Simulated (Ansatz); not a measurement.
Reaction (substitution at a C–C bond): `C[C@H]1N[Si@H]1C` + `[CH3][Al]([OH])[OH]` → `C[O][Al]([CH3])[OH]` + `C[SiH]1CN1`

Gas-phase electronic energies from Ansatz, PBE0-D4/def2-TZVP geometries. CCSD(T)/CBS adds triple-zeta CCSD(T) − MP2 to the extrapolated MP2 energy (def2 sets, frozen cores). Functionals use def2-TZVPP. B3LYP here is the variant with VWN-RPA as its local correlation; programs differ in this. Each species was taken in one conformer, which may not be the lowest.

```json
{"level": "r2SCAN-D4", "ΔE (kJ/mol)": "69.9", "difference from CCSD(T)/CBS": "-4.7"}
{"level": "PBE0-D4", "ΔE (kJ/mol)": "70.4", "difference from CCSD(T)/CBS": "-4.2"}
{"level": "B3LYP-D4", "ΔE (kJ/mol)": "65.5", "difference from CCSD(T)/CBS": "-9.1"}
{"level": "ωB97M-V", "ΔE (kJ/mol)": "69.3", "difference from CCSD(T)/CBS": "-5.3"}
{"level": "B2PLYP", "ΔE (kJ/mol)": "67.7", "difference from CCSD(T)/CBS": "-6.9"}
{"level": "PBE", "ΔE (kJ/mol)": "68.2", "difference from CCSD(T)/CBS": "-6.4"}
{"level": "r2SCAN", "ΔE (kJ/mol)": "69.4", "difference from CCSD(T)/CBS": "-5.2"}
{"level": "PBE0", "ΔE (kJ/mol)": "68.6", "difference from CCSD(T)/CBS": "-6.0"}
{"level": "B3LYP", "ΔE (kJ/mol)": "62.3", "difference from CCSD(T)/CBS": "-12.3"}
{"level": "HF/def2-TZVPP", "ΔE (kJ/mol)": "55.7", "difference from CCSD(T)/CBS": "-18.9"}
{"level": "MP2/def2-TZVPP", "ΔE (kJ/mol)": "78.6", "difference from CCSD(T)/CBS": "4.0"}
{"level": "SCS-MP2/def2-TZVPP", "ΔE (kJ/mol)": "71.7", "difference from CCSD(T)/CBS": "-2.9"}
{"level": "CCSD/def2-TZVPP", "ΔE (kJ/mol)": "69.5", "difference from CCSD(T)/CBS": "-5.1"}
{"level": "HF/def2-QZVPP", "ΔE (kJ/mol)": "55.4", "difference from CCSD(T)/CBS": "-19.2"}
{"level": "MP2/def2-QZVPP", "ΔE (kJ/mol)": "80.3", "difference from CCSD(T)/CBS": "5.7"}
{"level": "MP2/CBS(def2)", "ΔE (kJ/mol)": "81.7", "difference from CCSD(T)/CBS": "7.1"}
{"level": "CCSD(T)/CBS", "ΔE (kJ/mol)": "74.6", "difference from CCSD(T)/CBS": "0"}
```

Largest T1 diagnostic among the species: 0.012.

The D4 term adds +3.2 kJ/mol with B3LYP and +1.7 kJ/mol with PBE0; it sums over pairs of atoms, weighted by their polarisabilities, and B3LYP, whose exchange is more repulsive, gets the larger term. In def2-TZVPP, CCSD(T) changes the Hartree–Fock value by +15.7 kJ/mol (the triples alone add +1.9 kJ/mol) and MP2 by +22.9 kJ/mol.
